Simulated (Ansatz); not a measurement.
The same groups moved round the core (benzothiophene cyano+boryl). All species are isolated molecules in the gas phase. One relaxed conformer stands for each flexible species; it need not be the lowest. Strings in code marks are SMILES.

Quantity: electronic energy of isomers of C9H6BNS relative to `Bc1cc2c(C#N)cccc2s1`, in kcal/mol. The restricted reference of `Bc1cc2c(C#N)cccc2s1` and `Bc1cc2sccc2cc1C#N` is unstable towards unrestricted orbitals.

Case: `Bc1cc2sccc2cc1C#N`. Geometry of `c1cc2cc(C#N)c(cc2s1)B` (neutral, multiplicity 1, Å):

```xyz
18

B     -2.8538     1.0180     0.6169
C     -1.4360     0.4971     0.3011
C     -0.3212     1.2307     0.7448
C      0.9728     0.7832     0.4738
S      2.4717     1.5441     0.9342
C      3.3867     0.2843     0.1716
C      2.6094    -0.6797    -0.4118
C      1.2101    -0.4188    -0.2538
C      0.1048    -1.1651    -0.7053
C     -1.1887    -0.7160    -0.4333
C     -2.2810    -1.5099    -0.9137
N     -3.1406    -2.1833    -1.3213
H     -3.8347     0.4201     0.2555
H     -2.9642     2.0473     1.2399
H     -0.4843     2.1559     1.3049
H      4.4764     0.3295     0.1988
H      3.0149    -1.5466    -0.9366
H      0.2577    -2.0909    -1.2657
```

Question: What is the computed electronic energy of isomers of C9H6BNS relative to `Bc1cc2c(C#N)cccc2s1` (frozen-core MP2/cc-pVDZ // r2SCAN-D4/def2-SVP (Ansatz, a first-principles code))?

Answer: 4.79 kcal/mol.
